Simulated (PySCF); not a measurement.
## Rhodium: a sound run and one with changed settings

Sound run: Rh⁺ [Kr] 4d8, Rh²⁺ [Kr] 4d7. All numbers are calculated (PySCF 2.14, the spin-free X2C one-electron Hamiltonian (Gaussian nucleus), in x2c-TZVPall (8s6p6d1f, 63 functions)). In the sound run the correlated levels freeze [Kr]. The sound run starts from symmetry-adapted Hartree-Fock orbitals and uses a fine grid where one is needed.

Changed run: no relativity, point nucleus. This setting is unsound on purpose.

```
species  method  sound run (hartree)  changed run (hartree)  converged
    Rh⁺     UHF          -4780.95532            -4623.06477        yes
    Rh⁺   B3LYP          -4783.38046            -4625.69045        yes
    Rh⁺    TPSS          -4783.13922            -4625.44194        yes
    Rh⁺     MP2          -4781.12044            -4623.22728        yes
   Rh²⁺     UHF          -4780.36136            -4622.45415        yes
   Rh²⁺   B3LYP          -4782.70374            -4624.99969        yes
   Rh²⁺    TPSS          -4782.46928            -4624.75791        yes
   Rh²⁺     MP2          -4780.47976            -4622.57079        yes
```

Ionisation energy of Rh⁺:

```csv
method,sound run (eV),changed run (eV)
UHF,16.162,16.616
B3LYP,18.415,18.797
TPSS,18.230,18.614
MP2,17.434,17.864
SCS-MP2,17.444,17.871
```

Most of the change in total energy is the relativistic energy itself. On top of that the contraction fixes the core shape for the Hamiltonian it was made with, so the changed run is not a good calculation with the other Hamiltonian either.

For comparison, NIST gives 18.08 eV between the lowest levels.
